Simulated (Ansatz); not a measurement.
Reaction (isomerisation): `BNCOC` → `CB(O)CN`

Program: Ansatz. Geometries: PBE0-D4/def2-TZVP. ΔE: electronic, gas phase. CBS: MP2 limit from def2 TZ/QZ plus the TZ coupled-cluster correction, frozen cores. Functionals use def2-TZVPP. B3LYP here is the variant with VWN-RPA as its local correlation; programs differ in this. Each species was taken in one conformer, which may not be the lowest.

(1) Is it downhill or uphill in electronic energy at CCSD(T)/CBS, and by how much? (An estimate is asked.)

(2) What do these levels give: r2SCAN-D4, B3LYP, SCS-MP2/def2-TZVPP, HF/def2-QZVPP, HF/CBS(def2), MP2/CBS(def2)? (Estimate.)

Largest T1 diagnostic among the species: 0.012.

## Answers

(1) Computed: Downhill: ΔE = -34.8 kcal/mol.

(2) The calculation gave: r2SCAN-D4 -34.7, B3LYP -31.7, SCS-MP2/def2-TZVPP -32.7, HF/def2-QZVPP -30.2, HF/CBS(def2) -30.2, MP2/CBS(def2) -36.4 kcal/mol.

In def2-TZVPP, CCSD(T) changes the Hartree–Fock value by −3.4 kcal/mol (the triples alone add +0.1 kcal/mol) and MP2 by −5.0 kcal/mol. From PBE to PBE0 (25 % exact exchange), in def2-TZVPP and without D4, ΔE moves by −0.9 kcal/mol.
